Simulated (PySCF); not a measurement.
Be(Me) (CH3Be), SMILES [Be+][CH3], charge +1.

Coordinates come from a B3LYP-D3(BJ)/def2-TZVPD optimisation. The spin state was assumed, not searched. The isomer is the one that the SMILES or the coordinates give; other isomers of the formula were not compared.

Method: B3LYP-D3(BJ)/def2-TZVPD run with PySCF.

Frequencies are harmonic and unscaled.

Modes within 1.5 cm⁻¹ of each other (mostly degenerate sets) share a row, with their intensities summed.

| mode | ν (cm⁻¹) | IR (km/mol) | Raman (Å⁴/amu) | depolarisation | moving atoms (share of kinetic energy) |
|---|---|---|---|---|---|
| 1–2 | 680 | 290.9 | 5.6 | 0.75 | H 79 %, C 15 % |
| 3 | 881 | 11.9 | 137.0 | 0.14 | Be 62 %, C 35 % |
| 4 | 1180 | 14.2 | 80.7 | 0.16 | H 86 %, C 13 % |
| 5–6 | 1395 | 0.3 | 1.7 | 0.75 | H 95 % |
| 7 | 3011 | 21.1 | 198.7 | 0.00 | H 98 % |
| 8–9 | 3100 | 48.9 | 202.6 | 0.75 | H 91 %, C 9 % |
